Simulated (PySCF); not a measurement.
**Spin-rotation constants: `C=C(C1=C(C#C)[NH+]=CN1)C`, [C8H9N2]+, charge +1**

Geometry:
```csv
atom,x (Å),y (Å),z (Å)
C1,2.217,1.552,2.163
C2,1.730,0.779,1.381
C3,1.231,-0.171,0.479
N4,1.980,-1.255,0.093
C5,1.281,-1.998,-0.756
N6,0.097,-1.420,-0.929
C7,0.011,-0.273,-0.180
C8,-1.173,0.566,-0.180
C9,-1.242,1.671,0.565
C10,-2.300,0.115,-1.062
H11,2.614,2.246,2.845
H12,2.919,-1.439,0.419
H13,1.614,-2.905,-1.222
H14,-0.649,-1.760,-1.521
H15,-0.434,1.990,1.199
H16,-2.123,2.288,0.554
H17,-2.678,-0.858,-0.749
H18,-1.984,0.057,-2.103
H19,-3.120,0.824,-1.003
```

Total charge +1.

Level of theory: GIAO PBE/pcSseg-1 magnetisability, rotational g tensor and spin-rotation constants, non-relativistic, gas phase in PySCF 2.14.0. Geometry: GFN2-xTB.

For an ion the centre-of-mass motion in the field is neglected.

(1) Give the nuclear spin-rotation constants along the inertial axes (H = +C I·J) beside the isotropic shieldings.

Answers

(1) Rotational constants 1.7968, 1.3523, 0.7754 GHz. A star marks the isotopologue with that one atom substituted, in its own axes.
| atom | isotope | Caa (kHz) | Cbb (kHz) | Ccc (kHz) | mean (kHz) | σ (ppm) |
| --- | --- | --- | --- | --- | --- | --- |
| N4 | 14N | 0.288 | 0.161 | 0.048 | 0.166 | 62.5 |
| N6 | 14N | 0.256 | 0.168 | 0.043 | 0.156 | 77.1 |
| H11 | 1H | -0.098 | -0.042 | -0.101 | -0.080 | 27.4 |
| H12 | 1H | 0.151 | -0.144 | -0.105 | -0.033 | 22.3 |
| H13 | 1H | -0.212 | 0.107 | -0.098 | -0.068 | 24.1 |
| H14 | 1H | 0.104 | -0.116 | -0.102 | -0.038 | 22.4 |
| H15 | 1H | 0.122 | -0.096 | -0.097 | -0.024 | 24.0 |
| H16 | 1H | -0.011 | -0.011 | -0.102 | -0.041 | 24.9 |
| H17 | 1H | -0.191 | -0.115 | -0.029 | -0.112 | 29.4 |
| H18 | 1H | -0.194 | -0.110 | -0.032 | -0.112 | 29.5 |
| H19 | 1H | -0.080 | -0.053 | -0.102 | -0.079 | 28.8 |
| C1 | 13C* | 0.447 | 0.313 | 0.283 | 0.348 | 72.4 |
| C2 | 13C* | 0.351 | 0.219 | 0.256 | 0.275 | 108.6 |
| C3 | 13C* | 0.573 | 0.522 | 0.126 | 0.407 | 68.6 |
| C5 | 13C* | 0.644 | 0.522 | 0.129 | 0.431 | 57.1 |
| C7 | 13C* | 0.653 | 0.627 | 0.134 | 0.471 | 40.0 |
| C8 | 13C* | 0.859 | 0.467 | 0.102 | 0.476 | 50.3 |
| C9 | 13C* | 0.847 | 0.486 | 0.108 | 0.480 | 46.1 |
| C10 | 13C* | 0.235 | 0.210 | 0.121 | 0.189 | 162.1 |

For the geometry as given, no vibrational averaging.
